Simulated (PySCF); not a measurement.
Two species compared at the same levels of theory.

First species: C2H6BCl3Se.
InChI=1S/C2H6BCl3Se/c1-7(2)3(4,5)6/h1-2H3

Second species: C7H7FSe.
SMILES: `C[Se]C1=CC=C(F)C=C1`

Levels: wB97X-D/def2-SVPD for dipole moment, HOMO energy, LUMO energy, HOMO–LUMO gap, static isotropic polarisability and electronic spatial extent ⟨r²⟩ about the centre of nuclear charge; TDDFT wB97X-D/def2-SVPD for lowest singlet excitation; PBE0-D3(BJ)/def2-SVP for rotational constant A and rotational constant C. Geometries: PBE0-D3(BJ)/def2-SVP. All species are isolated and taken at one optimised geometry, non-relativistic unless stated; the electronic structure was computed with PySCF and density fitting.

The conformers computed, where there is a choice (atom-mapped SMILES and torsion angles):
- `[CH3:1][Se+:2]([CH3:3])[B-:4]([Cl:5])([Cl:6])[Cl:7]`: C1–Se2–B4–Cl5 171°
- `[CH3:1][Se:2][c:3]1[cH:4][cH:5][c:6]([F:7])[cH:8][cH:9]1`: C1–Se2–C3–C4 1°

```
                                                         property    column X    column Y
                                                    dipole moment      1.82 D      6.21 D
                                                      HOMO energy    -7.71 eV    -9.84 eV
                                                      LUMO energy     1.02 eV     1.10 eV
                                                    HOMO–LUMO gap     8.73 eV    10.94 eV
                                        lowest singlet excitation     4.70 eV     6.44 eV
                                  static isotropic polarisability    110.7 au    107.2 au
electronic spatial extent ⟨r²⟩ about the centre of nuclear charge  2051 bohr²  1707 bohr²
                                            rotational constant A   3.668 GHz   1.181 GHz
                                            rotational constant C   0.476 GHz   0.772 GHz
```

(1) Which column belongs to which species?

(2) How does each property change from the first species to the second?

Answers

(1) Column X is the second species and column Y the first. The first has 13 atoms and 108 electrons, the second 16 and 92.

(2) dipole moment -4.39 D; HOMO energy +2.13 eV; LUMO energy -0.08 eV; HOMO–LUMO gap -2.21 eV; lowest singlet excitation -1.74 eV; static isotropic polarisability +3.5 au; electronic spatial extent ⟨r²⟩ about the centre of nuclear charge +344 bohr²; rotational constant A +2.487 GHz; rotational constant C -0.296 GHz.

On the first: S1 lies 4.50 eV below the HOMO–LUMO gap. No computed singlet falls in the visible range (750 to 380 nm, 1.65 to 3.26 eV); S1 lies 3.18 eV above its blue end. Relativistic effects, spin–orbit coupling among them, are left out although an element past zinc is present.

On the second: The dipole equals about 6.1 × 10⁻³⁰ C·m (1 D = 3.33564 × 10⁻³⁰ C·m). The polarisability is 16.41 Å³ as a volume (1 au = 0.148185 Å³), or 1.20 au for each of the 92 electrons. The calculation is non-relativistic and has no spin–orbit coupling, an omission that weighs most on selenium.
